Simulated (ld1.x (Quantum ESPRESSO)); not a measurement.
# tin (Sn): excitation energies, all-electron against TM

ld1.x (Quantum ESPRESSO) 7.5 input, shortened:

```
&input
   title='Sn', zed=50., rel=1, dft='PW91', iswitch=3,
   config='[Kr] 4d10 5s2 5p2 5d-2'
 /
 &inputp
   pseudotype=2, tm=.true., lloc=-1, rcloc=1.75,
   nlcc=.false.
 /
3
5S  1  0   2.00   0.00  1.85  1.85  0.0
5P  2  1   2.00   0.00  2.15  2.15  0.0
5D  3  2  -2.00   0.35  2.00  2.00  0.0
 &test
   configts(1)='5s2 5p2'
 /
```

Energies are relative to the spin-unpolarised reference configuration 5s2 5p2; without spin polarisation the order of configurations can differ from experiment. Not all tests gave a result: 1 of 7 tests not solved or not reliable. Left out of the table: 5s1 5p0 (solver errors, printed error -3.7 eV). The frozen-core shift is the all-electron ΔE with the core orbitals held at their reference shape minus the fully relaxed ΔE.

```json
{"valence configuration": "5s2 5p1", "charge": "+1", "ΔE all-electron (eV)": "6.932", "error AE − PS (meV)": "-0.8", "frozen-core shift (meV)": "+10"}
{"valence configuration": "5s2 5p0", "charge": "+2", "ΔE all-electron (eV)": "20.963", "error AE − PS (meV)": "+2.5", "frozen-core shift (meV)": "+79"}
{"valence configuration": "5s2 5p2.3", "charge": "-0.3", "ΔE all-electron (eV)": "-0.862", "error AE − PS (meV)": "+0.3", "frozen-core shift (meV)": "0.0"}
{"valence configuration": "5s1 5p2", "charge": "+1", "ΔE all-electron (eV)": "14.610", "error AE − PS (meV)": "+12", "frozen-core shift (meV)": "+46"}
```

What are ΔE and the potential's error for 5s2 5p1.5?

ΔE = 2.642 eV all-electron; the error (AE − PS) is -0.3 meV.

What are ΔE and the potential's error for 5s1 5p3?

ΔE = 7.006 eV all-electron; the error (AE − PS) is +14 meV.

Levels in the configuration 5s1 5p3:

```json
{"level": "5s", "all-electron (eV)": "-11.490", "pseudo (eV)": "-11.460"}
{"level": "5p", "all-electron (eV)": "-4.364", "pseudo (eV)": "-4.365"}
```

ld1.x printed “convergence not achieved” for 6 of the counted tests; their residual had stalled under 1e-8, short of the target of 1e-14.

Note: ghost states, extra bound levels that the all-electron valence spectrum of the same l lacks: d at -109.9 eV, s at -29.1 eV. A true bound ghost makes a file unfit for plane-wave use.
